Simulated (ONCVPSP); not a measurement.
## Configuration tests for caesium (ONCV)

```
Element                 : caesium
Generator               : ONCVPSP 4.0.1
Type                    : optimised norm-conserving Vanderbilt (ONCV)
Functional              : PBE
Relativity              : scalar-relativistic
Frozen core             : [Kr] 4d10
Valence charge          : 9
Reference configuration : 5s2 5p6 6s0.5 6p0.5
Partial waves           : 5s+6s: rc 3.35 bohr, ncon 4, nbas 8, qcut 3.7 1/bohr, 2 projectors; 5p+6p: rc 2.80 bohr, ncon 5, nbas 9, qcut 6 1/bohr, 2 projectors; d scattering state at 0.35 Ha: rc 2.75 bohr, ncon 4, nbas 7, qcut 3.8 1/bohr, 2 projectors, debl 0.6 Ha
Local potential         : polynomial inside 2.50 bohr (lpopt 3, dvloc0 0 Ha)
Core correction         : none
```

In the d channel the program set the typed energies aside and used 0.050, 0.650 Ha.

Energies are relative to the spin-unpolarised reference configuration 5s2 5p6 6s0.5 6p0.5; without spin polarisation the order of configurations can differ from experiment.

(1) Give the all-electron excitation energy and the error of the potential for: 5s2 5p6 6s1 6p0; 5s2 5p6 6s0 6p0; 5s2 5p6 6s0.5 6p0; 5s2 5p6 6s0 6p1.

Levels in the configuration 5s2 5p6 6s0.5 6p0:

```
level  all-electron (eV)  pseudo (eV)
   5s            -29.160      -29.160
   5p            -15.928      -15.927
   6s             -3.834       -3.834
```

Answers

(1)

```csv
valence configuration,charge,ΔE all-electron (eV),error AE − PS (meV)
5s2 5p6 6s1 6p0,0,-0.679,0.0
5s2 5p6 6s0 6p0,+1,3.184,-0.3
5s2 5p6 6s0.5 6p0,+0.5,0.791,-0.1
5s2 5p6 6s0 6p1,0,0.692,0.0
```
